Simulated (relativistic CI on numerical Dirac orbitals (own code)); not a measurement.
# d1 to d9 in one octahedral field

Computed with a parametric ligand-field model without spin-orbit coupling, by exact diagonalisation: B = 600, C = 2480, 10Dq = 24400 cm⁻¹ (Oh; |10Dq|/B = 40.7) for every shell. Energies in cm⁻¹; the field energy is (0.6 n_e − 0.4 n_t2) × 10Dq of the ground term; g labels are left out.

| Shell | Ground term | Electrons in e | Field energy | First spin-allowed bands | Lowest term of other spin |
| --- | --- | --- | --- | --- | --- |
| d1 | 2T2 | 0.000 | -9760 | 2E 24400 |  |
| d2 | 3T1 | 0.014 | -19179 | 3T2 23029, 3T1 30657 | 1T2 8809 |
| d3 | 4A2 | 0.000 | -29280 | 4T2 24400, 4T1 30941 | 2E 12079 |
| d4 | 3T1 | 0.021 | -38516 | 3E 22089, 3T1 22708 | 1T2 7344 |
| d5 | 2T2 | 0.040 | -47833 | 2A2 21283, 2T1 21497 | 4T1 12610 |
| d6 | 1A1 | 0.030 | -57837 | 1T1 22681, 1T2 30937 | 3T1 17389 |
| d7 | 2E | 1.021 | -43415 | 2T1 22535, 2T2 23118 | 4T1 12333 |
| d8 | 3A2 | 2.000 | -29280 | 3T2 24400, 3T1 30941 | 1E 9673 |
| d9 | 2E | 3.000 | -14640 | 2T2 24400 |  |

Low spin: d4, d5, d6, d7; the other shells keep the spin of the free ion. Only d4 to d7 can choose; the field needed to pair spins is smallest for d6 and largest for d5, which loses most exchange energy. In the strong-field picture 10Dq must exceed about 6B + 5C = 16000 (d4), 7.5B + 5C = 16900 (d5), 2.5B + 4C = 11420 (d6) and 4B + 4C = 12320 (d7); mixing of terms shifts these bounds somewhat.
